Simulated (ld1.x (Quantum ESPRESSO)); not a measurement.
# Varying the TM potential for osmium (Os)

Base potential:

ld1.x (Quantum ESPRESSO) 7.5 input, shortened:

```
&input
   title='Os', zed=76., rel=1, dft='PW91', iswitch=3,
   config='[Xe] 4f14 5d6 6s1.75 6p0.25'
 /
 &inputp
   pseudotype=2, tm=.true., lloc=-1, rcloc=2.35,
   nlcc=.true.
 /
3
6S  1  0   1.75   0.00  2.50  2.50  0.0
6P  2  1   0.25   0.00  2.90  2.90  0.0
5D  3  2   6.00   0.00  2.35  2.35  0.0
 &test
   configts(1)='5d6 6s1.75 6p0.25'
 /
```

All-electron outer shells of the reference configuration (PW91, scalar-relativistic, ld1.x):

```json
{"shell": "4f", "level (eV)": "-52.55", "outermost node (bohr)": "–", "outermost maximum (bohr)": "0.40"}
{"shell": "5p", "level (eV)": "-51.39", "outermost node (bohr)": "0.55", "outermost maximum (bohr)": "1.03"}
{"shell": "5d", "level (eV)": "-6.77", "outermost node (bohr)": "0.60", "outermost maximum (bohr)": "1.36"}
{"shell": "6s", "level (eV)": "-6.55", "outermost node (bohr)": "1.20", "outermost maximum (bohr)": "2.48"}
{"shell": "6p", "level (eV)": "-1.58", "outermost node (bohr)": "1.43", "outermost maximum (bohr)": "3.51"}
```

Cutoffs, loose and tight: the cutoffs (Ry, on a coarse ladder) from which the occupation-weighted sum of valence levels, in a spherical-Bessel basis at the reference potential, stays within 10 and 1 mRy of its value at 400 Ry. They do not see the model core or the augmentation charge, which bear on the density cutoff. Test errors are all-electron minus pseudo excitation energies from the reference, over the configurations 5d6 6s2 6p0; 5d6 6s1 6p0; 5d6 6s0 6p0; 5d6 6s0 6p1; 5d6 6s0 6p2; 5d6.5 6s1.5 6p0; 5d5 6s2 6p0. A dash means not determined; rows that change the core or the reference have their own tests. The largest error is taken over the tests solved by every variant that gives reliable tests at all: 5d6 6s0 6p0; 5d6 6s0 6p1; 5d6 6s0 6p2; 5d6 6s1 6p0; 5d6 6s2 6p0.

A true bound ghost makes a file unfit for plane-wave use even where its test errors are small: the radial tests pick states by their node count and pass the ghost by. Where a test does run into it, the solver fails or the error is huge.

The default core radius of the base comes out at 1.31 bohr.

| change | outcome | cutoff, loose | cutoff, tight | bound ghosts | largest test error (meV) |
| --- | --- | --- | --- | --- | --- |
| base | generated | 35 Ry | 40 Ry | none | -47 |
| core correction a·sin(br)/r model core inside 1.72 bohr | generated | 35 Ry | 40 Ry | none | -43 |
| reference 5d6 6s2 6p0 | generated | 35 Ry | 40 Ry | none | -116 over the solved tests; 1 of 7 tests not solved or not reliable |
| wave 5d (bound): rc 2.35 bohr becomes 5d (bound): rc 2.76 bohr | generated | 30 Ry | 35 Ry | none | -44 |
| local potential all-electron potential smoothed inside 2.60 bohr (lloc = -2) | generated | 35 Ry | 40 Ry | none | -50 |
| wave 6p (bound): rc 2.90 bohr becomes 6p (bound): rc 4.16 bohr | generated | 35 Ry | 40 Ry | none | -51 |
| local potential all-electron potential smoothed inside 3.46 bohr (lloc = -1) | generated | 35 Ry | 40 Ry | none | -57 |

**Question.** What comes out with this change to the base: wave 6s (bound): rc 2.50 bohr becomes 6s (bound): rc 3.44 bohr?

**Answer.** outcome: generated; cutoff, loose: 35 Ry; cutoff, tight: 40 Ry; bound ghosts: s; largest test error (meV): -71.

**Question.** What comes out with this change to the base: core [Kr] 4d10 4f14 5s2, valence charge 14; reference 5p6 5d6 6s2 6p0; waves now 6s (bound): rc 2.25 bohr; 5p (bound): rc 1.70 bohr; 5d (bound): rc 2.10 bohr; local potential all-electron potential smoothed inside 1.90 bohr (lloc = -1)?

**Answer.** outcome: generated; cutoff, loose: 45 Ry; cutoff, tight: 80 Ry; bound ghosts: s; largest test error (meV): +183.
